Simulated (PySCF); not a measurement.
# Working with the constants of BeC

PBE0 constants of BeC, ³Π (triplet), unpaired electrons σ ↑, π ↑, a second solution, started from another occupation (PySCF, no relativity, basis sets Be STO-3G, C STO-3G; masses 9.0122 and 12.0000 u):

- ωe: 777.2 cm⁻¹
- ωexe: 7.83 cm⁻¹
- Be: 0.97828 cm⁻¹
- αe: 0.0135 cm⁻¹

What force constant and bond length do these constants imply?

Reduced mass μred = 5.1468 u; k = 5.8918×10⁻⁷·μred·ωe² (u, cm⁻¹, mdyn/Å) = 1.83 mdyn/Å; Re = √(16.8576/(μred·Be)) (u, cm⁻¹, Å) = 1.830 Å.

Estimate the centrifugal constant D from the Kratzer relation and find the Dunham coefficient a1.

D = 4Be³/ωe² = 6.2e-06 cm⁻¹; a1 = −1 − αeωe/(6Be²) = -2.83.

STO-3G is very small, so such numbers show the basis as much as the molecule.
